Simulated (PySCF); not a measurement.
**Broadened absorption spectrum of C5H4ClFSe**

Compound: C5H4ClFSe.
SMILES: `CC1=C(F)C(Cl)=C[Se]1`

Computed with TDDFT CAM-B3LYP/def2-SVPD, vertical, gas phase, core orbitals frozen in the response in PySCF 2.14.0, density-fitted response routines. Geometry: PBE0-D3(BJ)/def2-SVP; no solvent, vibrations or thermal averaging. Relativistic effects, spin–orbit coupling among them, are left out although an element past zinc is present.

Computed states:

```json
{"state": "S1", "E (eV)": "5.09", "f": "0.0007"}
{"state": "S2", "E (eV)": "5.24", "f": "0.147"}
{"state": "S3", "E (eV)": "5.33", "f": "0.093"}
{"state": "S4", "E (eV)": "5.36", "f": "0.0069"}
{"state": "S5", "E (eV)": "6.03", "f": "0.0000"}
{"state": "S6", "E (eV)": "6.25", "f": "0.0015"}
```

Broadening: Gaussians 0.4 eV wide at half height, area fixed by f = 4.319×10⁻⁹ ∫ε dν̃. The width is an assumption, not a result. The curve ends short of the highest state used, and states not computed would add to its high-energy end.

Question: What does the envelope look like, and where are its maxima?

Answer: 
```
E (eV)  ε (L mol⁻¹ cm⁻¹)
  4.49                 1
  4.52                 2
  4.55                 3
  4.58                 6
  4.60                10
  4.63                19
  4.66                34
  4.68                51
  4.71                90
  4.74               154
  4.76               217
  4.79               354
  4.82               561
  4.84               749
  4.87              1129
  4.90              1652
  4.93              2346
  4.95              2916
  4.98              3943
  5.01              5176
  5.03              6105
  5.06              7631
  5.09              9263
  5.11             10370
  5.14             11989
  5.17             13462
  5.19             14310
  5.22             15307
  5.25             15905
  5.28             16055
  5.30             15898
  5.33             15292
  5.36             14291
  5.38             13442
  5.41             11972
  5.44             10359
  5.46              9257
  5.49              7634
  5.52              6116
  5.54              5192
  5.57              3964
  5.60              2940
  5.63              2118
  5.65              1675
```

Maxima: 235 nm (5.27 eV), ε about 16000, made up of S2 (60%) and S3 (37%) (ε in L mol⁻¹ cm⁻¹; maxima over ε = 5, shares over 10%).

Question: What would ε be at 5.27 eV, the highest of these maxima, with half the width (0.2 eV)?

Answer: About 28900 L mol⁻¹ cm⁻¹ against 16100, a factor of about 1.8; a lone state at its own centre would give exactly 2.

Question: On this curve, what absorbance would a 10⁻³ mol/L sample give at 266 nm over a 1 cm path?

Answer: 266 nm is 4.661 eV, where ε is about 35 L mol⁻¹ cm⁻¹, so A = ε c l ≈ 0.035 (Beer–Lambert, with the gas-phase spectrum and the assumed width).

Question: Coming from long wavelengths, where does ε first pass 100 L mol⁻¹ cm⁻¹?

Answer: At about 263 nm (4.72 eV), 0.38 eV below S1.
